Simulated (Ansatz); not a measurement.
Program: Ansatz. Geometries: PBE0-D4/def2-TZVP. ΔE: electronic, gas phase. CCSD(T)/CBS is the MP2 limit (def2-TZVPP, def2-QZVPP) plus CCSD(T) − MP2 in def2-TZVPP, frozen cores. This one scheme is used for every species. DFT in def2-TZVPP. def2 core potentials past Kr. For Sn outer-core shells are correlated without core-valence functions, which leaves a few kJ/mol of doubt a bond.

Consider the stannylene formation by 1,1-elimination: `[CH3][Sn]([F])([F])[SiH3]` → `[F][Sn][F]` + `C[SiH3]`.

Problem. Is it downhill or uphill in electronic energy at CCSD(T)/CBS, and by how much? (An estimate is asked.)

Solution. Computed: Downhill: ΔE = -4.1 kcal/mol.

Problem. What do these levels give: ωB97M-V, PBE0, MP2/def2-TZVPP, CCSD/def2-TZVPP, CCSD(T)/def2-TZVPP, SCS-MP2/def2-QZVPP? (An estimate is asked.)

Solution. Ansatz gave: ωB97M-V -6.6, PBE0 -5.4, MP2/def2-TZVPP -5.3, CCSD/def2-TZVPP -4.9, CCSD(T)/def2-TZVPP -4.0, SCS-MP2/def2-QZVPP -7.2 kcal/mol.

Largest T1 diagnostic among the species: 0.017.

The D4 term adds +3.1 kcal/mol with B3LYP and +1.8 kcal/mol with PBE0; it sums over pairs of atoms, weighted by their polarisabilities, and B3LYP, whose exchange is more repulsive, gets the larger term. From PBE to PBE0 (25 % exact exchange), in def2-TZVPP and without D4, ΔE moves by +3.2 kcal/mol.

B3LYP here is the variant with VWN-RPA as its local correlation; programs differ in this.
